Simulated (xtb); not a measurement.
indium atom (In), doublet (GFN-xTB shapes and energies of metal compounds can be far from the true ones). Base run: GFN2-xTB in xtb 6.7.1.

Here is a job for xtb.
```
$ xtb mol.xyz --gfn 2 --uhf 1 --json

# file mol.xyz
1

In     0.00000000     0.00000000     0.00000000
```

Variants of this job, named by their change:

```tsv
change	ΔE vs base (mEh)	G_solv (kcal/mol)	SCF cycles
base	0.000	-	3
etemp = 1000	-4.233	-	3
alpb = hexane	-4.102	-2.57	3
alpb = cs2	-3.705	-2.32	3
gbsa = thf	-3.088	-1.94	3
acc = 0.0001	0.000	-	3
```

ALPB and GBSA are two models with their own fitted parameters for each solvent, which aren't always the measured dielectric constant.
